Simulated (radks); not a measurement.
Values are calculated unless marked as measured or tabulated.
Numerical settings for the europium ion Eu30+, [Ar] 3d10 4s2 4p3. Code: a radial shooting solver on a logarithmic mesh with Libxc functionals. Model: Dirac Kohn-Sham, PBE, spin-unpolarised, spherical densities, point nucleus; open shells fill j = l - 1/2 first. The defaults (mesh step 0.008 in ln r, mesh end at 40 bohr or more with all orbitals vanishing there, Anderson mixing 0.5 over 9 steps, residual threshold near 1e-9 with the energy settled to 1e-9 hartree or 1e-11 of itself, here a cap of 78 iterations) give E = -10383.4951 hartree and 4p3/2 at -1146.6 eV in 14 iterations. Run on one thread of a shared host, so times are rough (Arm Neoverse V1): 0.1 s of CPU time, 0.1 s wall, 14 iterations on 2476 mesh points. Changes against that run (0 stands for a change within the tolerance of the run):

| setting | iterations | converged | E (mhartree) | e(4p3/2) (meV) | CPU (s) |
|---|---|---|---|---|---|
| mesh step in ln r 0.05 | 14 | yes | +0.131 | +0.304 | 0.03 |
| mesh step in ln r 0.08 | 2 | no | diverged | - | 0.03 |
| mesh step in ln r 0.12 | 2 | no | diverged | - | 0.02 |
| mesh end (bohr) 400 | 14 | yes | 0 | 0 | 0.11 |
| mesh end (bohr) 12 | 14 | yes | 0 | 0 | 0.1 |
| residual threshold 1e-16 | 78 | no | 0 | 0 | 0.29 |
| residual threshold 0.001 | 7 | yes | 0 | -8.42 | 0.07 |
| mixing 0.05 | 17 | yes | 0 | 0 | 0.12 |
| linear mixing, mixing 1 | 20 | yes | 0 | 0 | 0.13 |
| linear mixing, mixing 0.2 | 78 | no | 0 | -0.00522 | 0.43 |
| mixing history 3 | 15 | yes | 0 | 0 | 0.1 |
| iteration cap 5 | 5 | no | +0.00188 | -68.1 | 0.04 |

No run marked as converged misses the energy by more than 1 mhartree. A mesh that ends early acts as a hard wall.
